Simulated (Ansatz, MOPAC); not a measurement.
Species: HSF2, net charge 1, singlet state. SMILES: [SH+](F)F

Atoms: F1, S2, F3, H4. Bonds: F1-S2, S2-F3, S2-H4.

Bond lengths (Å) and angles (degrees) optimised at PM3 with MOPAC; MNDO with MOPAC; HF/3-21G with Ansatz (a quantum-chemistry and plane-wave program), each started from the B3LYP-D3(BJ)/def2-TZVP structure (Ansatz) of the last column. A row stands for all coordinates that are equal there. No wavenumbers were computed at MNDO, so these may be saddle points.

```
coordinate    PM3   MNDO  HF/3-21G  B3LYP-D3(BJ)/def2-TZVP
----------  -----  -----  --------  ----------------------
F1-S2       1.528  1.572     1.613                   1.531
S2-H4       1.317  1.349     1.351                   1.371
F1-S2-F3     96.7   99.2      99.0                   102.1
F1-S2-H4    102.4  100.2      97.9                    96.6
```

Mean signed difference of all 3 bond lengths from B3LYP-D3(BJ)/def2-TZVP: PM3 -0.020 Å, MNDO 0.020 Å, HF/3-21G 0.048 Å.
